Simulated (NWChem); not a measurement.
Correlation energy of H2As

SMILES: [AsH2]
```xyz
3

As     0.0000     0.0000    -0.0614
H     -1.0888     0.0000     1.0131
H      1.0888     0.0000     1.0131
```
Charge 0, spin multiplicity 2.

The numbers come from NWChem runs, not from measurements. The geometry was optimised at UPBE0/def2-SVP, a minimum by its harmonic frequencies.

Basis set: def2-TZVP. Each correlation energy counts from its own Hartree-Fock reference.

```tsv
method	correlation energy (mHa)
CCSD(T) on ROHF	-276.0
CCSD(T) on UHF	-271.2
CCSD on UHF	-263.1
CCSD[T] on UHF	-271.8
UMP2	-246.4
CCSD[T] on ROHF	-276.6
CCSD on ROHF	-267.6
SCS-UMP2	-235.8
```

The values span 40.8 mHa, from CCSD[T] on ROHF (lowest) to SCS-UMP2 (highest). 

The Hamiltonian is non-relativistic. The correlated methods keep 9 core orbitals frozen. The structure started from a generated list of species. The unpaired electrons of the parent sit in orbitals of symmetry b2 (C2v labels of the run); other states weren't searched. The stability of the SCF solutions was not checked. Open-shell Hartree-Fock references start from PBE0 orbitals. No row is a measurement; the coupled-cluster row has its own basis-set and correlation limits.
